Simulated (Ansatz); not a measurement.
C₂H₈OSi₂ (`C1O[SiH2]C[SiH2]1`), relaxed with RKS PBE-D4/def2-SVP in Ansatz from a rough embedded geometry. The force threshold is 0.03 eV/Å; the program also tests the step.

Total charge 0; spin multiplicity 1.

Start:

```xyz
13

C     1.024    0.628   -0.935
O    -0.016    1.586   -0.683
Si   -1.109    1.001    0.423
C    -0.874   -0.943    0.605
Si    0.849   -0.987   -0.069
H     2.013    1.133   -0.762
H     1.029    0.459   -2.057
H    -2.456    1.298    0.065
H    -0.748    1.616    1.786
H    -1.007   -1.249    1.609
H    -1.589   -1.376   -0.090
H     1.826   -1.041    1.102
H     1.059   -2.126   -0.993
```

Task: By how much does the energy fall, and how many steps does the optimiser take? (An estimate is asked.)

Result: Computed: 11.06 kcal/mol, in 5 steps.

Task: Which bonds change most? (Estimate.)

Result: Computed: C1–Si5 from 1.840 to 1.941 Å; Si3–H8 from 1.425 to 1.502 Å; Si3–C4 from 1.966 to 1.894 Å; C4–Si5 from 1.851 to 1.902 Å.

Task: Give the relaxed structure. (Best estimate.)

Result: Ansatz gave: 
```xyz
13

C     1.055    0.651   -1.017
O    -0.040    1.506   -0.671
Si   -1.146    1.009    0.510
C    -0.877   -0.864    0.590
Si    0.902   -1.030   -0.060
H     2.018    1.159   -0.781
H     1.050    0.483   -2.119
H    -2.517    1.429    0.063
H    -0.852    1.647    1.845
H    -1.007   -1.288    1.605
H    -1.582   -1.379   -0.097
H     1.880   -1.100    1.083
H     1.117   -2.225   -0.951
```
